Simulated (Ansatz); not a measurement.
A structure relaxed at r2SCAN-D4/def2-SVP in Ansatz, charge 0, singlet:

Cartesian coordinates in Å:
```
Cu 1.278 0.252 -0.490
Cu -0.539 -1.281 -0.087
Cu -0.740 1.029 0.577
F -1.969 -0.388 0.754
F 0.830 1.972 0.131
F 1.140 -1.584 -0.885
```

Give its formula and point group.

Cu3F3. Point group D3h (tolerance 0.1 Å).

Summarise the bond lengths by kind (pairs closer than 1.2 times the sum of covalent radii, bridged metal pairs left out).

6 × Cu–F 1.88 to 1.89 Å.

The relaxation made no stability test and no search for a lower SCF solution. The structure comes from a short search, and lower isomers may exist.
